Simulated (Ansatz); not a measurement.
System: 2-fluoropropan-2-ylsilane, C₃H₉FSi (charge 0, singlet). SMILES: FC(C)(C)[SiH3]
Geometry from a B3LYP-D3(BJ)/def2-TZVP (Ansatz, an electronic-structure program) optimisation:
```xyz
14

C      1.1599    -0.6212    -1.0880
C     -0.0301    -0.3323    -0.1900
C     -1.3523    -0.4899    -0.9199
F     -0.0119    -1.3156     0.8501
Si     0.1181     1.3459     0.7141
H      2.0946    -0.5789    -0.5282
H      1.0647    -1.6176    -1.5266
H      1.2109     0.1074    -1.8995
H     -1.4201    -1.4878    -1.3603
H     -2.1949    -0.3548    -0.2412
H     -1.4348     0.2457    -1.7225
H      0.1083     2.4411    -0.2871
H     -1.0295     1.5144     1.6333
H      1.3889     1.3881     1.4715
```
Charge 0, spin multiplicity 1.

Atomisation energy built up term by term with Ansatz (kcal/mol; UHF references for open shells; valence terms freeze the core; atomic spin-orbit terms are left out). Basis-set limits of correlation are two-point, X^-3; Hartree-Fock from the larger set.

| term | basis | kcal/mol |
|---|---|---|
| Hartree-Fock | cc-pV(Q+d)Z | 922.59 |
| CCSD correlation | CBS(cc-pV(T+d)Z,cc-pV(Q+d)Z) | 284.63 |
| (T) | CBS(cc-pV(T+d)Z,cc-pV(Q+d)Z) | 15.87 |
| core correlation | cc-pwCVTZ | 3.37 |
| scalar relativity (X2C) | cc-pVTZ-DK against cc-pVTZ | -1.36 |
| sum: De |  | 1225.1 |

(T) makes 1.3 % of the CCSD(T) atomisation energy; under 5 % is typical of single-reference molecules.
